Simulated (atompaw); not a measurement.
## Scattering properties, PAW (atompaw) potential for antimony

* Element: Sb (Z = 51)
* Generator: atompaw 4.2.0.5
* Type: PAW
* Functional: PBE
* Relativity: non-relativistic
* Frozen core: [Kr]
* Valence charge: 15
* Reference configuration: 4d10 5s2 5p3
* Partial waves: 5s (bound): rc 2.40 bohr; 5s channel at 2.3 Ry: rc 2.40 bohr; 5p (bound): rc 2.40 bohr; 5p channel at 1.7 Ry: rc 2.40 bohr; 4d (bound): rc 1.35 bohr; 4d channel at -1.1 Ry: rc 1.35 bohr
* Local potential: troulliermartins scheme with l = 3 at 0.5 Ry, radius 2.00 bohr
* Core correction: smooth core density matched at 2.05 bohr
* Augmentation charge: besselshape compensation charge, radius 2.00 bohr; PAW radius 2.40 bohr; waves and projectors: custom rrkj vanderbiltortho

The phase is arctan(r·u′/u) with u = r·R(r), unwrapped; energies in Ry, scanned from -5 to 5 Ry. A pole is an energy at which the radial function vanishes at the test radius. The pseudo phase is shifted by a multiple of π to meet the all-electron one at the reference energy, and phase errors are pseudo minus all-electron; the curves can meet again beyond the range given. Levels narrower than the energy grid can be missing from the lists of poles.

```
channel  radius (bohr)  reference energy (Ry)  poles, all-electron  poles, pseudo  unbroken range about the reference energy with phases within 0.05 rad  phase error 1 Ry above the reference energy (rad)
      s           2.41                  -0.87                 1.02           1.02                                                              below 4.8                                             -0.000
      p           2.41                  -0.36                 2.26           2.26                                                        the whole range                                             +0.000
      d           2.41                  -2.59          -2.51, 4.65    -2.51, 4.78                                                        the whole range                                             +0.000
```

Note: ghost states, extra bound levels that the all-electron valence spectrum of the same l lacks: s at -258.2 eV, p at -4.2 eV. A true bound ghost makes a file unfit for plane-wave use.

Phases in the d channel:

```tsv
E (Ry)	all-electron	pseudo
-5.00	1.377	1.377
-4.52	1.365	1.365
-4.04	1.348	1.348
-3.56	1.323	1.323
-3.08	1.265	1.265
-2.60	-1.240	-1.239
-2.12	-1.766	-1.766
-1.64	-1.824	-1.824
-1.16	-1.871	-1.871
-0.68	-1.929	-1.929
-0.20	-2.012	-2.012
0.28	-2.153	-2.152
0.76	-2.437	-2.434
1.24	-3.072	-3.060
1.72	-3.863	-3.848
2.20	-4.267	-4.257
2.68	-4.454	-4.445
3.16	-4.556	-4.549
3.64	-4.623	-4.615
4.12	-4.671	-4.663
4.60	-4.709	-4.700
```
